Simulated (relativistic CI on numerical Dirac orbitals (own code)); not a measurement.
## Pd²⁺: 4p photoemission

Computed with this model: Dirac-Coulomb-Breit CI, separate exchange-only KLI orbitals for each configuration, model QED, valence Slater integrals scaled by 0.7, multiplet model of photoemission in the sudden approximation; configurations [Kr] 4d8 → [Ar] 3d10 4s2 4p5 4d8; 300 K; Lorentzian 1.2 eV and Gaussian 0.6 eV FWHM. Energies are those of the free ion, without screening or charge transfer. The energies are binding energies and can lie tens of eV above those of solids. S is read from ⟨S²⟩ = S(S + 1).

Field parameters in Wybourne normalisation: Oh B⁴₀ = 21Dq, B⁴₄ = √(5/14) B⁴₀. The field is a parameter set, without covalency.

Computed curve for Oh, 10Dq = 29600 cm⁻¹, scaled to 100 at the maximum (points under 2 are left out and the grid is thinned):

Energy (eV), Intensity and a bar:
```
     78.2        2.1 
     78.8        2.5 
     79.4        3.1 
     80.0        4.0 #
     80.6        5.4 #
     81.2        7.7 ##
     81.8       12.1 ###
     82.2       17.8 #####
     82.8       37.2 ###########
     83.4       81.7 #########################
     84.0       97.1 ##############################
     84.6       83.8 ##########################
     85.2       67.4 #####################
     85.8       43.1 #############
     86.4       39.7 ############
     87.0       37.7 ###########
     87.6       34.3 ##########
     88.2       31.6 #########
     88.8       31.6 #########
     89.4       35.8 ###########
     89.8       37.9 ###########
     90.4       36.4 ###########
     91.0       28.5 ########
     91.6       21.2 ######
     92.2       18.9 #####
     92.8       23.0 #######
     93.4       28.5 ########
     94.0       29.8 #########
     94.6       24.3 #######
     95.2       16.9 #####
     95.8       14.0 ####
     96.4       14.7 ####
     97.0       14.8 ####
     97.4       12.0 ###
     98.0        7.2 ##
     98.6        4.7 #
     99.2        4.1 #
     99.8        4.5 #
    100.4        3.6 
    101.0        2.2
```

The ground state has S = 1.00, and the centroid lies at 87.88 eV.
